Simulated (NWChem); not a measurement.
BeHOBr; SMILES [OH][Be][Br]

```xyz
4

Be    -0.0079     1.1588     0.0000
Br     0.0100    -0.8027     0.0000
O     -0.0015     2.5464     0.0000
H     -0.2535     3.4608     0.0000
```
Atoms are numbered in this order, from 1.

All runs: NWChem. Coordinates come from a PBE0/def2-SVP optimisation. Ions are spin-unrestricted doublets at the neutral geometry; other ion states weren't tried.

Task: Predict the results for PBE/def2-SVP. Quantities: vertical ionisation energy, ΔSCF (eV); −ε(HOMO) (eV).

Result: 
- vertical ionisation energy, ΔSCF (eV) = 10.62
- −ε(HOMO) (eV) = 7.00
